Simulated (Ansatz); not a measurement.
Ideal-gas functions of `[NH2][Al][O][SiH3]` radical at 298.15 K and 1 bar, from an Ansatz frequency run at PBE0-D4/def2-TZVP.

Molar mass 90.11 g/mol, point group Cs (symmetry number 1), electronic degeneracy 2, moments of inertia 23.171, 282.959, 300.24 u Å². Harmonic wavenumbers (cm⁻¹, unscaled): 20, 52, 71, 200, 320, 366, 524, 661, 732, 734, 817, 957, 957, 989, 1124, 1550, 2208, 2214, 2219, 3594, 3698.

Use S(trans) = R[1.5 ln M + 2.5 ln T − 1.1517]; rotational temperatures θ = 24.2544 K / I; S(rot) = R[ln(√π/σ · √(T³/θAθBθC)) + 1.5]; for each mode x = 1.438777 ν̃/T, S = R[x/(eˣ − 1) − ln(1 − e⁻ˣ)] and H = RT x/(eˣ − 1); 1 cm⁻¹ = 0.0119627 kJ/mol; R = 8.31446 J/(mol·K).

Task: By hand: the entropy, in J/(mol·K).

Result: Translation 165.0. Rotation: θ = 1.0468, 0.0857, 0.0808 K, giving 108.8. Vibration, mode by mode: 27.76, 19.83, 17.26, 8.92, 5.48, 4.59, 2.51, 1.49, 1.13, 1.12, 0.81, 0.47, 0.47, 0.41, 0.24, 0.04, 0.00, 0.00, 0.00, 0.00, 0.00, in all 92.5. Electronic 5.8. Sum 372.1 J/(mol·K).

Task: By hand: H − E and G − E in kJ/mol, counted from the electronic energy.

Result: Zero-point energy ½ × 24007 × 0.0119627 = 143.6; thermal vibration 12.0; translation, rotation and pV give 4 RT = 9.9. H − E = 165.5 kJ/mol, and G − E = 165.5 − 298.15 × 372.1/1000 = 54.6 kJ/mol.

Vibration gives 25 % of the entropy, 64.8 J/(mol·K) of it from the modes under 150 cm⁻¹: soft modes count most, and the harmonic formula is weakest for them. The sum counts one conformer and one mirror image; others add a mixing term.
